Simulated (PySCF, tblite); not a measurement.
Isomers of C5H4F2O2. Computed with GFN2-xTB (tblite): harmonic, unscaled wavenumbers at the GFN2-xTB geometry, gas phase. Against measured fundamentals such values can be off by several per cent, at times by over 20. One conformer each.

Electronic energies: PBE0/pcSseg-1 single points on the GFN2-xTB geometries (PySCF, gas phase).

```tsv
SMILES	electronic energy, lowest = 0 (kJ/mol)
O=C(F)[C@H]1C[C@H]1C(=O)F	17.7
O=CC1=CCC(F)(F)O1	73.0
O=C[C@@H]1OCC(F)=C1F	214.7
FC(F)Oc1ccoc1	108.0
C=C(CC(=O)F)C(=O)F	0.0
```

Question: How do GFN2-xTB zero-point energies change the relative energies?

Answer: 
| SMILES | ZPE (kJ/mol) | of it from modes above 1550 cm⁻¹ | electronic (kJ/mol) | with ZPE, lowest = 0 (kJ/mol) | lowest mode (cm⁻¹) | rings |
| --- | --- | --- | --- | --- | --- | --- |
| C=C(CC(=O)F)C(=O)F | 213.7 | 105.0 | 0.0 | 0.0 | 31 | 0 |
| O=C(F)[C@H]1C[C@H]1C(=O)F | 218.0 | 96.2 | 17.7 | 22.1 | 28 | 1 |
| O=CC1=CCC(F)(F)O1 | 216.2 | 92.0 | 73.0 | 75.5 | 67 | 1 |
| FC(F)Oc1ccoc1 | 220.9 | 83.8 | 108.0 | 115.3 | 48 | 1 |
| O=C[C@@H]1OCC(F)=C1F | 215.5 | 90.1 | 214.7 | 216.5 | 55 | 1 |

The zero-point energies span 7.2 kJ/mol, from `C=C(CC(=O)F)C(=O)F` to `FC(F)Oc1ccoc1`. The order is unchanged.

Question: And how do the electronic energies of GFN2-xTB itself compare?

Answer: `C=C(CC(=O)F)C(=O)F` 57.9; `O=C(F)[C@H]1C[C@H]1C(=O)F` 43.4; `O=CC1=CCC(F)(F)O1` 40.3; `FC(F)Oc1ccoc1` 0.0; `O=C[C@@H]1OCC(F)=C1F` 148.0 kJ/mol, lowest = 0. Against the energies above, taken from the same isomer `C=C(CC(=O)F)C(=O)F`, the largest difference is 165.9 kJ/mol.

Question: What do entropy and thermal enthalpy add at 298.15 K and 1 bar (rigid rotor, harmonic oscillator, one conformer each)?

Answer: 
| SMILES | point group | symmetry number | S (J/(mol K)) | H − H(0) (kJ/mol) | ZPE + H − H(0) − TS (kJ/mol) |
| --- | --- | --- | --- | --- | --- |
| C=C(CC(=O)F)C(=O)F | C1 | 1 | 405.8 | 26.14 | 118.8 |
| O=CC1=CCC(F)(F)O1 | Cs | 1 | 369.1 | 23.23 | 129.4 |
| FC(F)Oc1ccoc1 | C1 | 1 | 372.3 | 22.54 | 132.4 |
| O=C[C@@H]1OCC(F)=C1F | C1 | 1 | 383.4 | 24.51 | 125.7 |

Not tabulated: `O=C(F)[C@H]1C[C@H]1C(=O)F` (point group not settled).
